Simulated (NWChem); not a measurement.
System: C$_{3}$H$_{2}$F$_{2}$O$_{2}$; SMILES O=C1COC1(F)F

```xyz
9

O      1.2412     1.7127     0.0000
C      0.3045     0.9666     0.0000
C     -1.2276     1.0718     0.0000
O     -1.3028    -0.3840     0.0000
C      0.0811    -0.5847     0.0000
F      0.5078    -1.2598     1.0876
F      0.5078    -1.2598    -1.0876
H     -1.6765     1.5243    -0.9106
H     -1.6765     1.5243     0.9106
```
Atoms are numbered in this order, from 1.

Level: PBE-D3(BJ)/def2-SVP (NWChem), optimised geometry, unscaled harmonic frequencies. 

| frequency (cm⁻¹) | IR intensity (km/mol) |
|---|---|
| 95 | 6.0 |
| 168 | 1.4 |
| 276 | 1.6 |
| 437 | 4.6 |
| 469 | 6.4 |
| 558 | 0.0 |
| 575 | 8.9 |
| 712 | 11.4 |
| 761 | 1.2 |
| 926 | 18.3 |
| 964 | 89.2 |
| 971 | 93.7 |
| 1101 | 1.6 |
| 1113 | 198.7 |
| 1169 | 240.9 |
| 1250 | 3.7 |
| 1264 | 149.3 |
| 1414 | 26.5 |
| 1908 | 201.7 |
| 2979 | 9.8 |
| 3043 | 5.6 |

```
Quantity                                                                            Value
-----------------------------------------------------------------------  ----------------
zero-point energy                                                           31.7 kcal/mol
thermal correction to the enthalpy at 298.15 K (with zero-point energy)     36.0 kcal/mol
heat capacity Cv                                                         20.5 cal/(mol K)
entropy at 298.15 K and 1 atm (symmetry number 1)                        78.3 cal/(mol K)
dipole moment                                                                      2.23 D
```

Rigid rotor and harmonic oscillator; modes under 100 cm⁻¹ make the entropy uncertain.
